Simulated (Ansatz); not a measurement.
BH$_{5}$O$_{2}$SSi, SMILES `BO[SiH](O)S` at its PBE0-D4/def2-TZVP geometry, where that method's forces vanish. Charge 0, multiplicity 1.

```csv
atom,x (Å),y (Å),z (Å)
B1,1.4933,1.0173,-0.5509
O2,0.1672,0.8706,-0.3603
Si3,-0.8658,-0.3393,0.0774
O4,-1.9062,0.2658,1.1748
S5,0.0519,-1.9676,1.0699
H6,2.2336,0.0822,-0.4083
H7,1.8947,2.1005,-0.8711
H8,-1.5194,-0.7743,-1.1744
H9,-2.1240,1.1973,1.1128
H10,0.5748,-2.4525,-0.0699
```

For each bond, give half the difference of the two atoms' forces along it (eV/Å; positive pushes the atoms apart) under PBE-D4, r2SCAN-D4, B3LYP-D4, ωB97M-V in def2-TZVPP. (Estimate.)

The calculation gave: 
| bond | length (Å) | PBE-D4 | r2SCAN-D4 | B3LYP-D4 | ωB97M-V |
| --- | --- | --- | --- | --- | --- |
| B1–O2 | 1.348 | 0.16 | 0.15 | 0.10 | 0.19 |
| B1–H6 | 1.201 | -0.02 | -0.05 | -0.11 | -0.13 |
| B1–H7 | 1.199 | 0.00 | -0.07 | -0.14 | -0.16 |
| O2–Si3 | 1.650 | 0.27 | 0.00 | 0.07 | 0.04 |
| Si3–O4 | 1.629 | 0.29 | 0.04 | 0.11 | 0.13 |
| Si3–S5 | 2.116 | 0.03 | 0.03 | 0.13 | 0.00 |
| Si3–H8 | 1.478 | -0.05 | -0.06 | -0.18 | -0.22 |
| O4–H9 | 0.959 | 0.32 | 0.01 | -0.02 | -0.06 |
| S5–H10 | 1.345 | 0.25 | 0.01 | -0.02 | -0.08 |

B3LYP here is the variant with VWN-RPA as its local correlation; programs differ in this.

Results of the Gaussian-basis code of Ansatz.
